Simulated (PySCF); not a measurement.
C4H3S (SMILES [c]1ccsc1), doublet (typed; the unrestricted solution is spin-contaminated), geometry from GFN2-xTB, with bond 8-5 at 2.0 times its length; CAMB3LYP/def2-SV(P) run with PySCF.

Input for PySCF:
```python
from pyscf import gto, scf, dft

mol = gto.Mole()
mol.atom = '''
    S    -0.004261    0.013358    1.148053
    C     0.019290    1.290200   -0.067535
    C    -0.017288   -1.194830   -0.085886
    C     0.015705    0.730941   -1.268439
    C    -0.004656   -0.668486   -1.339947
    H     0.033109    2.310608    0.249309
    H    -0.033643   -2.228570    0.199628
    H    -0.014550   -1.816937   -3.153934
'''
mol.basis = 'def2-sv(p)'
mol.charge = 0
mol.spin = 1
mol.verbose = 4
mol.build()

mf = dft.UKS(mol)
mf.xc = 'camb3lyp'
mf.diis_space = 2
mf.kernel()
```

Output, abridged:

```
PySCF version 2.14.0

[INPUT] verbose = 4
[INPUT] num. atoms = 8
[INPUT] num. electrons = 43
[INPUT] charge = 0
[INPUT] spin (= nelec alpha-beta = 2S) = 1
[INPUT] symmetry False subgroup None
[INPUT] Mole.unit = angstrom
[INPUT] Symbol           X                Y                Z      unit          X                Y                Z       unit  Magmom
[...]
nuclear repulsion = 190.148875862352
number of shells = 38
number of NR pGTOs = 144
number of NR cGTOs = 80
basis = def2-sv(p)
ecp = {}

******** <class 'pyscf.dft.uks.UKS'> ********
method = UKS
initial guess = minao
damping factor = 0
level_shift factor = 0
DIIS = <class 'pyscf.scf.diis.CDIIS'>
diis_start_cycle = 1
diis_space = 2
diis_damp = 0
SCF conv_tol = 1e-09
SCF conv_tol_grad = None
SCF max_cycles = 50
direct_scf = True
direct_scf_tol = 1e-13
number electrons alpha = 22  beta = 21
XC library pyscf.dft.libxc version 7.1.2
    S. Lehtola, C. Steigemann, M. J. T. Oliveira, and M. A. L. Marques,  SoftwareX 7, 1–5 (2018)
XC functionals = camb3lyp
    T. Yanai, D. P. Tew, and N. C. Handy,  Chem. Phys. Lett. 393, 51 (2004)
radial grids:
    Treutler-Ahlrichs [JCP 102, 346 (1995); DOI:10.1063/1.469408] (M4) radial grids

becke partition: Becke, JCP 88, 2547 (1988); DOI:10.1063/1.454033
pruning grids: <function nwchem_prune>
grids dens level: 3
symmetrized grids: False
atomic radii adjust function: <function treutler_atomic_radii_adjust>
small_rho_cutoff = 0
Set gradient conv threshold to 3.16228e-05
tot grids = 104776
init E= -552.710743201878

cycle= 1 E= -551.79034336496  delta_E= 0.92  |g|= 0.152  |ddm|= 2.35
cycle= 2 E= -551.806391120801  delta_E= -0.016  |g|= 0.124  |ddm|= 0.498
cycle= 3 E= -551.81592254067  delta_E= -0.00953  |g|= 0.069  |ddm|= 0.201
cycle= 4 E= -551.819591851571  delta_E= -0.00367  |g|= 0.0211  |ddm|= 0.0931
cycle= 5 E= -551.820491731504  delta_E= -0.0009  |g|= 0.0165  |ddm|= 0.0543
cycle= 6 E= -551.821116999874  delta_E= -0.000625  |g|= 0.0146  |ddm|= 0.0319
cycle= 7 E= -551.821792650468  delta_E= -0.000676  |g|= 0.0142  |ddm|= 0.031
cycle= 8 E= -551.822435144948  delta_E= -0.000642  |g|= 0.0134  |ddm|= 0.0279
cycle= 9 E= -551.823226418894  delta_E= -0.000791  |g|= 0.0138  |ddm|= 0.0332
cycle= 10 E= -551.823696213413  delta_E= -0.00047  |g|= 0.0134  |ddm|= 0.0196
cycle= 11 E= -551.824569579326  delta_E= -0.000873  |g|= 0.013  |ddm|= 0.037
cycle= 12 E= -551.825310608991  delta_E= -0.000741  |g|= 0.0122  |ddm|= 0.0328
[...]
cycle= 16 E= -551.827265480686  delta_E= -0.000276  |g|= 0.00702  |ddm|= 0.0209
cycle= 17 E= -551.827487135779  delta_E= -0.000222  |g|= 0.00614  |ddm|= 0.0212
cycle= 18 E= -551.827587864684  delta_E= -0.000101  |g|= 0.0051  |ddm|= 0.0124
cycle= 19 E= -551.827666081824  delta_E= -7.82e-05  |g|= 0.00389  |ddm|= 0.0111
cycle= 20 E= -551.827722869884  delta_E= -5.68e-05  |g|= 0.00309  |ddm|= 0.01
cycle= 21 E= -551.827757832613  delta_E= -3.5e-05  |g|= 0.00269  |ddm|= 0.00838
cycle= 22 E= -551.827774098517  delta_E= -1.63e-05  |g|= 0.00202  |ddm|= 0.00488
cycle= 23 E= -551.827787639933  delta_E= -1.35e-05  |g|= 0.00153  |ddm|= 0.00481
cycle= 24 E= -551.827796413409  delta_E= -8.77e-06  |g|= 0.00125  |ddm|= 0.00411
cycle= 25 E= -551.827800786616  delta_E= -4.37e-06  |g|= 0.00105  |ddm|= 0.00282
cycle= 26 E= -551.827803496993  delta_E= -2.71e-06  |g|= 0.000747  |ddm|= 0.00202
cycle= 27 E= -551.827805545259  delta_E= -2.05e-06  |g|= 0.000594  |ddm|= 0.00196
cycle= 28 E= -551.827806716375  delta_E= -1.17e-06  |g|= 0.000498  |ddm|= 0.00151
cycle= 29 E= -551.827807305456  delta_E= -5.89e-07  |g|= 0.000387  |ddm|= 0.000985
cycle= 30 E= -551.827807742173  delta_E= -4.37e-07  |g|= 0.000283  |ddm|= 0.000843
cycle= 31 E= -551.827808050083  delta_E= -3.08e-07  |g|= 0.000237  |ddm|= 0.000797
cycle= 32 E= -551.827808195724  delta_E= -1.46e-07  |g|= 0.000195  |ddm|= 0.000508
cycle= 33 E= -551.827808291491  delta_E= -9.58e-08  |g|= 0.000145  |ddm|= 0.000396
cycle= 34 E= -551.827808360719  delta_E= -6.92e-08  |g|= 0.000112  |ddm|= 0.000351
cycle= 35 E= -551.827808405771  delta_E= -4.51e-08  |g|= 9.69e-05  |ddm|= 0.000311
cycle= 36 E= -551.827808425977  delta_E= -2.02e-08  |g|= 7.54e-05  |ddm|= 0.000179
cycle= 37 E= -551.827808442516  delta_E= -1.65e-08  |g|= 5.68e-05  |ddm|= 0.000169
cycle= 38 E= -551.827808453908  delta_E= -1.14e-08  |g|= 4.63e-05  |ddm|= 0.00015
cycle= 39 E= -551.827808460173  delta_E= -6.27e-09  |g|= 3.98e-05  |ddm|= 0.000112
cycle= 40 E= -551.827808463719  delta_E= -3.55e-09  |g|= 2.96e-05  |ddm|= 7.43e-05
cycle= 41 E= -551.827808466589  delta_E= -2.87e-09  |g|= 2.34e-05  |ddm|= 7.31e-05
cycle= 42 E= -551.827808468451  delta_E= -1.86e-09  |g|= 1.98e-05  |ddm|= 6.24e-05
cycle= 43 E= -551.827808469374  delta_E= -9.23e-10  |g|= 1.62e-05  |ddm|= 4.02e-05
Extra cycle  E= -551.827808470139  delta_E= -7.65e-10  |g|= 1.55e-05  |ddm|= 4.41e-05
converged SCF energy = -551.827808470139  <S^2> = 1.1396437  2S+1 = 2.357663
```
